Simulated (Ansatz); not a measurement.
Molecule: CH$_{4}$BS$_{2}$ (charge 0, doublet). It need not be the lowest isomer of its formula. SMILES: [CH2]B(S)S
Structure (B3LYP-D3(BJ)/def2-TZVP (Ansatz, an electronic-structure program) minimum search):
```xyz
8

C     -1.6157    -0.2397     0.9688
B     -0.3243    -0.0528     0.1974
S     -0.1751     1.4348    -0.8318
S      1.0501    -1.2346     0.2619
H     -2.4308     0.4742     0.9223
H     -1.8009    -1.0939     1.6101
H      1.0591     1.2305    -1.3235
H      0.4880    -2.1133     1.1090
```
Charge 0, spin multiplicity 2.

Quantity: atomisation energy (electronic, to ground-state atoms), in kJ/mol. Valence correlation only, unless marked. UHF or UKS for open shells. No spin-orbit coupling. No relativistic terms. The coupled-cluster limit lacks core correlation, which all-electron functionals hold. Basis-set limits of correlation are two-point, X^-3; Hartree-Fock from the larger set.

```csv
level,program,atomisation energy (kJ/mol)
SVWN5/def2-TZVPD,Ansatz,3202.5
BLYP-D3(BJ)/def2-TZVPD,Ansatz + dftd3,2785.3
PBE0/def2-QZVPP,Ansatz,2809.4
wB97M-V/def2-TZVPD,Ansatz,2806.4
```

Question: Estimate the value at CCSD(T)/CBS(aug-cc-pV(T+d)Z,aug-cc-pV(Q+d)Z) as computed with Ansatz.

Answer: 2776.4 kJ/mol, so wB97M-V/def2-TZVPD differs from it by 30.0 kJ/mol.
